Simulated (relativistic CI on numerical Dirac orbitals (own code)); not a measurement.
**Ligand-field terms of d1**

Computed with a parametric ligand-field model of a d^n configuration (Racah B and C, spin-orbit zeta, crystal field), exact diagonalisation.

Field parameters in Wybourne normalisation: Oh B⁴₀ = 21Dq, B⁴₄ = √(5/14) B⁴₀. The field is a parameter set, without covalency.

Problem. Ground term and bands for B = 350, C = 1480, ζ = 0 cm⁻¹, Oh, 10Dq = 12950 cm⁻¹?

Solution. Ground term 2T2 with 0.00 electrons in the two orbitals of the cubic e set. Spin-allowed: 2E 12950 cm⁻¹ (772 nm). Lowest spin-forbidden: none.

Problem. Ground term and bands for B = 350, C = 1480, ζ = 0 cm⁻¹, Oh, 10Dq = 15050 cm⁻¹?

Solution. Ground term 2T2 with 0.00 electrons in the two orbitals of the cubic e set. Spin-allowed: 2E 15050 cm⁻¹ (664 nm). Lowest spin-forbidden: none.

Problem. Ground term and bands for B = 350, C = 1480, ζ = 0 cm⁻¹, Oh, 10Dq = 10150 cm⁻¹?

Solution. Ground term 2T2 with 0.00 electrons in the two orbitals of the cubic e set. Spin-allowed: 2E 10150 cm⁻¹ (985 nm). Lowest spin-forbidden: none.

Problem. Ground term and bands for B = 350, C = 1480, ζ = 0 cm⁻¹, Oh, 10Dq = 3150 cm⁻¹?

Solution. Ground term 2T2 with 0.00 electrons in the two orbitals of the cubic e set. Spin-allowed: 2E 3150 cm⁻¹ (3175 nm). Lowest spin-forbidden: none.

Problem. Ground term and bands for B = 350, C = 1480, ζ = 0 cm⁻¹, Oh, 10Dq = 8750 cm⁻¹?

Solution. Ground term 2T2 with 0.00 electrons in the two orbitals of the cubic e set. Spin-allowed: 2E 8750 cm⁻¹ (1143 nm). Lowest spin-forbidden: none.
